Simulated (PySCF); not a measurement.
## Core-level binding energies of `CCCS(=O)(=O)CCC`

Compound: C₆H₁₄O₂S.
Structure used (PBE0-D3(BJ)/def2-SVP), in Å, numbered top down from 1:
```
atom  x, y, z in Å
C1    -3.372   -0.680    0.418
C2    -2.732    0.224   -0.625
C3    -1.349    0.741   -0.254
S4    -0.142   -0.595   -0.230
O5    -0.215   -1.279   -1.523
O6    -0.302   -1.356    1.012
C7     1.444    0.247   -0.137
C8     2.556   -0.782   -0.016
C9     3.932   -0.140    0.048
H10   -3.466   -0.167    1.388
H11   -4.380   -0.983    0.099
H12   -2.774   -1.586    0.585
H13   -2.649   -0.302   -1.590
H14   -3.369    1.106   -0.805
H15   -0.980    1.462   -1.000
H16   -1.320    1.203    0.745
H17    1.400    0.912    0.740
H18    1.536    0.854   -1.052
H19    2.368   -1.388    0.884
H20    2.489   -1.469   -0.875
H21    4.717   -0.906    0.138
H22    4.145    0.451   -0.856
H23    4.024    0.532    0.916
```

Method: delta-SCF UKS SCAN, pcX-2 on the ionised atom, pcseg-1 elsewhere, spin-free X2C (PySCF 2.14.0). These are vertical core ionisation energies against the vacuum level, from separate self-consistent calculations with and without the core hole.

Question: List the computed XPS lines with their assignment.

Answer: 
```csv
atom(s),environment,level,binding energy (eV),2p1/2 (eV),above the level's lowest (eV),count
C1/C9,methyl carbon,C 1s,290.53,–,0.00,2
C2/C8,chain CH2 carbon,C 1s,291.01,–,+0.48,2
C3/C7,sp3 carbon bound to sulfur,C 1s,291.32,–,+0.79,2
S4,sulfonyl sulfur,S 2p3/2,173.43,174.66,0.00,1
S4,sulfonyl sulfur,S 1s,2482.14,–,0.00,1
O5/O6,sulfonyl oxygen,O 1s,537.14,–,0.00,2
```

Lowest listed C 1s: C1/C9, bonded to C and 3 H. Highest, 0.79 eV above it: C3/C7, bonded to S, C and 2 H. The widest gap between neighbouring values is 0.48 eV, between 290.53 and 291.01 eV. Summing the Pauling electronegativity differences to the bonded atoms, each weighted by its formal bond order, gives -1.05 for the lowest site and -0.67 for the highest; no listed site has a larger sum than the highest.

Question: What is the longest wavelength that can ionise S 2p3/2 of S4 vertically?

Answer: λ = hc/E = 12398.42 eV Å / 173.43 eV = 71.489 Å.

One atom of each set of topologically equivalent atoms was ionised and stands for the set; in this conformer not all members are related by symmetry, and their own values weren't computed. The 2p values add to the ΔSCF energy of one spin-free hole a correction within the shell (spin–orbit coupling, ligand field). 2p1/2 minus 2p3/2 (ligand field included): S 1.23 eV. Geometry: PBE0-D3(BJ)/def2-SVP, one conformer, isolated molecule.
